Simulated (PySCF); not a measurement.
From one molecule to another.

First species: Cyclopropylmethanol, C4H8O.
InChI=1S/C4H8O/c5-3-4-1-2-4/h4-5H,1-3H2

Second species: C5H11PSi.
Numbering: `[CH2:1]=[CH:2][Si:3]1([PH2:4])[CH2:5][CH2:6][CH2:7]1` (hydrogens: H8, H9 on C1; H10 on C2; H11, H12 on P4; H13, H14 on C5; H15, H16 on C6; H17, H18 on C7)

Geometry (GFN2-xTB, Å), atoms numbered from 1 in this order:
```xyz
18
C5H11PSi angstrom
C      2.4005    1.4251   -0.8281
C      1.5764    0.3973   -0.9538
Si    -0.1059    0.2703   -0.0901
P     -0.6603    2.0416    1.1904
C     -1.4963   -0.4347   -1.2109
C     -1.3358   -1.8173   -0.5599
C     -0.4689   -1.4600    0.6574
H      2.1527    2.2734   -0.2078
H      3.3538    1.4767   -1.3314
H      1.8712   -0.4304   -1.5877
H      0.5669    2.0787    1.8268
H     -0.2656    2.9644    0.2392
H     -1.3465   -0.4339   -2.2869
H     -2.4749   -0.0040   -1.0120
H     -2.2833   -2.2841   -0.2942
H     -0.8008   -2.4947   -1.2237
H      0.3609   -2.1413    0.8222
H     -1.0529   -1.4207    1.5741
```

Levels: CAM-B3LYP/def2-SVPD for dipole moment, HOMO energy, LUMO energy, HOMO–LUMO gap, static isotropic polarisability and electronic spatial extent ⟨r²⟩ about the centre of nuclear charge; TDDFT CAM-B3LYP/def2-SVPD for lowest singlet excitation; TDA CAM-B3LYP/def2-SVPD for lowest triplet excitation (Tamm–Dancoff); GFN2-xTB for rotational constant A and rotational constant C. Geometries: GFN2-xTB. Each species is one conformer at its optimised geometry, gas phase, non-relativistic unless stated; the electronic structure was computed with PySCF and density fitting.

Dipoles, sizes and rotational constants follow the conformer. The torsions of the flexible species, by atom-mapped SMILES:
- `[OH:1][CH2:2][CH:3]1[CH2:4][CH2:5]1`: O1–C2–C3–C4 85°, H–O1–C2–C3 -54°
- `[CH2:1]=[CH:2][Si:3]1([PH2:4])[CH2:5][CH2:6][CH2:7]1`: C1–C2–Si3–P4 1°, H–P4–Si3–C2 -48°, H–P4–Si3–C2 45°

(1) Which has the higher T1 energy?

(2) Which of the two has the higher LUMO energy, and by how much?

(3) Which has the higher static isotropic polarisability?

(4) Which of the two has the higher rotational constant C, and by how much?

(5) Which has the higher S1 energy?

(6) Which of the two has the higher ⟨r²⟩, and by how much?

(7) Which has the higher HOMO–LUMO gap?

(8) Which of the two has the higher rotational constant A, and by how much?

Results:

(1) The first: 6.80 eV against 4.31 eV, a difference of 2.49 eV.

(2) The first: 1.32 eV against 0.54 eV, a difference of 0.78 eV.

(3) The second: 110.4 au against 51.5 au, a difference of 58.9 au.

(4) The first: 2.888 GHz against 1.004 GHz, a difference of 1.884 GHz.

(5) The first: 7.11 eV against 6.12 eV, a difference of 0.99 eV.

(6) The second: 1278 bohr² against 468 bohr², a difference of 810 bohr².

(7) The first: 10.62 eV against 9.20 eV, a difference of 1.42 eV.

(8) The first: 12.715 GHz against 2.058 GHz, a difference of 10.657 GHz.

On the first: A dipole of 1.88 D is allowed in C1, and pure rotational transitions are dipole-allowed. S1 lies 3.51 eV below the HOMO–LUMO gap; its leading configuration is HOMO→LUMO, weight 0.79.

On the second: No computed singlet falls in the visible range (750 to 380 nm, 1.65 to 3.26 eV); S1 lies 2.86 eV above its blue end. The polarisability is 16.36 Å³ as a volume (1 au = 0.148185 Å³), or 1.58 au for each of the 70 electrons.
